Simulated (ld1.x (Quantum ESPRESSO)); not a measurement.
## Scattering properties, TM potential for Tc

* Element: technetium
* Generator: ld1.x (Quantum ESPRESSO) 7.5
* Type: norm-conserving Troullier–Martins (Kleinman–Bylander form)
* Functional: LDA (PZ)
* Relativity: scalar-relativistic
* Frozen core: [Kr]
* Valence charge: 7
* Reference configuration: 4d5 5s1.75 5p0.25
* Partial waves: 5s (bound): rc 2.50 bohr; 4d (bound): rc 2.00 bohr; 5p (bound): rc 3.02 bohr
* Local potential: the p channel
* Core correction: Bessel-smoothed model core inside 1.05 bohr

The phase is arctan(r·u′/u) with u = r·R(r), unwrapped; energies in Ry, scanned from -3 to 5 Ry. A pole is an energy at which the radial function vanishes at the test radius. The pseudo phase is shifted by a multiple of π to meet the all-electron one at the reference energy, and phase errors are pseudo minus all-electron; the curves can meet again beyond the range given. Levels narrower than the energy grid can be missing from the lists of poles.

```tsv
channel	radius (bohr)	reference energy (Ry)	poles, all-electron	poles, pseudo	unbroken range about the reference energy with phases within 0.05 rad	phase error 1 Ry above the reference energy (rad)
s	3.30	-0.41	0.59	0.51, 2.55	below 0.9	-0.025
p	3.30	-0.13	1.44	1.32	below 2.0	-0.014
d	3.30	-0.53	-0.40, 3.08	-0.40, 4.26	below 0.3	+0.078
```

Phases in the s channel:

```csv
E (Ry),all-electron,pseudo
-3.00,1.370,1.369
-2.76,1.358,1.357
-2.52,1.344,1.342
-2.28,1.326,1.325
-2.04,1.304,1.302
-1.80,1.274,1.271
-1.56,1.232,1.229
-1.32,1.168,1.164
-1.08,1.057,1.052
-0.84,0.822,0.817
-0.60,0.190,0.186
-0.36,-0.796,-0.796
-0.12,-1.237,-1.241
0.12,-1.415,-1.424
0.36,-1.510,-1.526
0.60,-1.573,-1.598
0.84,-1.620,-1.663
1.08,-1.661,-1.741
1.32,-1.701,-1.880
1.56,-1.743,-2.405
1.80,-1.795,-4.156
2.04,-1.863,-4.532
2.28,-1.968,-4.646
2.52,-2.155,-4.707
2.76,-2.560,-4.751
3.00,-3.354,-4.788
3.24,-3.992,-4.825
3.48,-4.276,-4.866
3.72,-4.416,-4.916
3.96,-4.498,-4.986
4.20,-4.552,-5.097
4.44,-4.590,-5.310
4.68,-4.620,-5.821
4.92,-4.643,-6.727
```
